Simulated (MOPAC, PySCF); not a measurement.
C$_{8}$H$_{8}$B$_{2}$S, SMILES `Bc1ccc2c(c1)scc2B`, neutral singlet in the gas phase. 

Cartesian coordinates (Å):
```xyz
19

B      3.6451    -0.2603    -0.1317
C      2.1115    -0.1555    -0.0917
C      1.3193    -0.4498    -1.2333
C     -0.0599    -0.3616    -1.2173
C     -0.7144     0.0323    -0.0367
C     -2.1347     0.1922     0.2089
B     -3.2936    -0.0296    -0.7638
C     -2.3496     0.5964     1.5125
S     -0.9343     0.7922     2.4520
C      0.0716     0.3264     1.1032
C      1.4600     0.2377     1.0884
H      4.2968    -0.0040     0.8555
H      4.2097    -0.5985    -1.1469
H      1.8269    -0.7559    -2.1516
H     -0.6491    -0.5927    -2.1070
H     -4.4272     0.1533    -0.3847
H     -3.1020    -0.3840    -1.9035
H     -3.3223     0.7919     1.9669
H      2.0463     0.4696     1.9809
```
Charge 0, multiplicity 1.

All levels are single points at this geometry (PBE0-D4/def2-SVP); Pople sets use spherical d functions. Orbital energies aren't observables, and empty levels follow the basis.

B3LYP/LANL2DZ in PySCF gives dipole (D) = 1.37.

Problem. Estimate the dipole (D) from each of these levels: PBE0-D4/def2-TZVP in PySCF; B3LYP/3-21G in PySCF; B3LYP/6-311+G** in PySCF; BP86/6-31G* in PySCF; HF/STO-3G in PySCF; AM1 in MOPAC; PM6 in MOPAC; PM7 in MOPAC.

Solution. 
```tsv
level	dipole (D)
PBE0-D4/def2-TZVP in PySCF	1.51
B3LYP/3-21G in PySCF	1.44
B3LYP/6-311+G** in PySCF	1.52
BP86/6-31G* in PySCF	1.62
HF/STO-3G in PySCF	1.67
AM1 in MOPAC	0.83
PM6 in MOPAC	0.73
PM7 in MOPAC	0.59
```
